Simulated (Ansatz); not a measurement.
Dissociation curve of SBe, lowest singlet found (which spin is the ground state isn't settled by this scan).

- RCCSD(T) = CCSD(T) on RHF/cc-pVDZ, frozen core (Ansatz, a quantum-chemistry and plane-wave program)
- RKS-CAM-B3LYP = restricted CAM-B3LYP/cc-pVDZ (Ansatz)
- RKS-PBE = restricted PBE/cc-pVDZ (Ansatz)
- UKS-CAM-B3LYP = unrestricted CAM-B3LYP/cc-pVDZ (Ansatz)
- RCCSDT(Q) = CCSDT(Q) on RHF/cc-pVDZ, frozen core run with Ansatz
- UKS-PBE = Ansatz with unrestricted PBE/cc-pVDZ
- FCI = full CI/cc-pVDZ, frozen core run with Ansatz

Cost and accuracy over the 10 points of the scan, with FCI as yardstick. Costs are rough ratios of core time within Ansatz on shared cores, each with its mean field (Kohn-Sham runs search longer for lower solutions than correlated ones do); the miss is the largest error against full CI of the curve after the mean shift, in kJ/mol.

Problem. Which is the cheapest of these levels that stays within 14 kJ/mol of FCI?

Solution. RCCSD(T).

```csv
level,relative cost,largest error
RCCSD(T),1,2.1
RKS-CAM-B3LYP,2,40.7
RKS-PBE,2,15.0
UKS-CAM-B3LYP,7,32.5
RCCSDT(Q),8,1.2
UKS-PBE,9,12.6
```

Costs within a factor of two of each other count as equal.

The scan ran from 1.45 to 6.81 Å; beyond the distances shown full CI changes its symmetry label. The T1 diagnostic of CCSD on the restricted reference of RCCSD(T), RCCSDT(Q) exceeds 0.045 at 2.16 Å. The restricted form behind RKS-CAM-B3LYP, RKS-PBE keeps the bonding electrons paired and can't separate into open-shell fragments. The unrestricted determinant behind UKS-CAM-B3LYP is spin-contaminated at 1.98 to 2.16 Å (<S²> up to 1.0, against 0.00 for a pure singlet). The unrestricted determinant behind UKS-PBE is spin-contaminated at 1.89 to 2.16 Å (<S²> up to 0.6, against 0.00 for a pure singlet). Also computed but left out beside FCI, since their determinant holds another spin at the minimum (<S²> over 0.7 above the pure value): UHF, UHF/STO-3G.
